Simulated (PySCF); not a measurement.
Compound: CH8BNSn.
Bonds: C1–N2, N2–B3, B3–Sn4. Hydrogens: H5, H6, H7 on C1; H8 on N2; H9 on B3; H10, H11, H12 on Sn4.

Computed, not measured: PBE0-D3(BJ)/def2-SVP geometry optimisation, gas phase, def2 core potentials past Kr in PySCF.

Q: How far are the bound atoms from Sn4?

A: 4 atoms: H12 1.719 Å, H11 1.719 Å, H10 1.727 Å, B3 2.252 Å. The nearest atom not counted as bound is H9, at 3.07 Å.

Q: List the angles at Sn4.

A: 
```tsv
angle	degrees	distance of the outer atoms (Å)
B3–Sn4–H12	113.4	3.33
B3–Sn4–H11	113.0	3.32
B3–Sn4–H10	110.9	3.29
H10–Sn4–H11	106.4	2.76
H10–Sn4–H12	106.4	2.76
H11–Sn4–H12	106.3	2.75
```

Q: What is the shape at Sn4?

A: Distorted tetrahedral: angles from 106.3° to 113.4°; τ4 = (360° − α − β)/141° = 0.95 with α and β the two widest (0 for a square, 1 for a tetrahedron).

Q: What are the other bond lengths?

A: C1–N2 1.445 Å; N2–B3 1.386 Å; C1–H5, C1–H6, C1–H7 1.101 Å; N2–H8 1.015 Å; B3–H9 1.211 Å.

Q: Give some angles away from the centre.

A: C1–N2–B3 127.0°, N2–B3–Sn4 119.8°.

Point group: near Cs, missed by 0.10 Å at most; the miss may be what the optimiser left on a soft mode. Charge 0, singlet. Stationary, but not proved a minimum.

The values belong to the conformer `[CH3:1][NH:2][BH:3][SnH3:4]`: C1–N2–B3–Sn4 180°.
